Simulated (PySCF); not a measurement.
Molecule: fluoro(trimethoxy)silane, C3H9FO3Si (charge 0, singlet). 
Coordinates optimised at B3LYP-D3(BJ)/def2-TZVP (Ansatz):
SMILES: CO[Si](F)(OC)OC
```xyz
17

Si    -0.0419    -0.0184     0.3159
F     -0.7023     0.4890     1.6745
O     -0.5309     0.9593    -0.8879
C     -0.4303     2.3781    -0.8778
O      1.5531     0.0137     0.5859
C      2.5334    -0.4779    -0.3197
O     -0.5042    -1.5238    -0.0482
C     -1.7821    -1.9154    -0.5356
H      0.6087     2.6975    -0.7624
H     -1.0244     2.8057    -0.0669
H     -0.8101     2.7475    -1.8296
H      2.4728     0.0354    -1.2832
H      2.4091    -1.5508    -0.4805
H      3.5133    -0.2931     0.1182
H     -1.7081    -2.9485    -0.8727
H     -2.5316    -1.8543     0.2568
H     -2.0914    -1.2855    -1.3721
```

Dispersion corrections to the total energy (kcal/mol) from the dftd3 and dftd4 libraries through PySCF: D3(BJ) without and D4 with the three-body term, each with the damping fitted for the functional named.

```csv
functional,D3(BJ),D4
BP86,-13.05,-11.96
TPSSh,-9.57,-10.96
LC-wPBE,-7.85,-9.85
PW6B95,(withheld),-7.48
B2GP-PLYP,-5.21,(withheld)
TPSS,-10.34,(withheld)
revPBE,-20.13,-27.48
```

Fill in the missing entries.


- PW6B95, D3(BJ): -4.31
- B2GP-PLYP, D4: -3.85
- TPSS, D4: -11.98
